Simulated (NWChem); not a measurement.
CH₃ISTe; SMILES I[Te]SC

```xyz
7

Te    -0.8619    -0.7456    -0.0571
I      0.2175     1.7717     0.0247
S      0.9502    -2.1117     0.6425
C      1.9374    -2.3505    -0.8627
H      1.3473    -2.8144    -1.6639
H      2.7574    -3.0265    -0.5759
H      2.3629    -1.3970    -1.2045
```
Atoms are numbered in this order, from 1.

Geometry: optimised at PBE0/def2-SVP. Not confirmed as a minimum by frequencies. def2 effective core potentials on Te, I; no spin-orbit coupling.

Q: List the 4 lowest vertical singlet excitations from B3LYP/def2-SVPD with def2 effective core potentials on Te, I, TDA (NWChem).

A: 
| state | energy (eV) | oscillator strength | leading excitation (squared amplitude) |
|---|---|---|---|
| S1 | 2.19 | 0.001 | HOMO → LUMO (0.99) |
| S2 | 3.19 | 0.000 | HOMO → LUMO+1 (0.97) |
| S3 | 3.36 | 0.014 | HOMO−1 → LUMO (0.48) |
| S4 | 3.63 | 0.046 | HOMO−2 → LUMO (0.47) |
